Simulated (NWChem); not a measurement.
# GeH$_{2}$F$_{2}$; SMILES [F][GeH2][F]

All runs: NWChem. Structure relaxed at the PBE0/def2-SVP level. Ions are spin-unrestricted doublets at the neutral geometry. Hybrids' shares of exact exchange are those that their runs print; pure functionals count as 0. The functionals differ in more than this share.

```csv
row,share of exact exchange,ΔSCF ionisation energy minus −ε(HOMO) (eV)
PBE/def2-SVP,0.00,3.67
B3LYP/def2-SVP,0.20,withheld
BHandHLYP/def2-SVP,0.50,1.57
M06-2X/def2-SVP,0.54,1.58
```

Fit a straight line of the last column on the one before it, predict the withheld value, and compare with the run.


1. Means of the 3 shown rows: x = 0.347, y = 2.273. Slope Σ(x − x̄)(y − ȳ)/Σ(x − x̄)² = -0.7261/0.1811 = -4.010; intercept 3.663.
2. The shown rows scatter about the line by 0.070 (root mean square); the largest residual is -0.09, at BHandHLYP/def2-SVP.
3. At x = 0.20 (B3LYP/def2-SVP; inside the shown range) the line gives 2.86.
4. The run gives 2.84, -0.02 from the line, 0.3 times the scatter. The line crosses zero at a share of 0.91, outside the shown range.
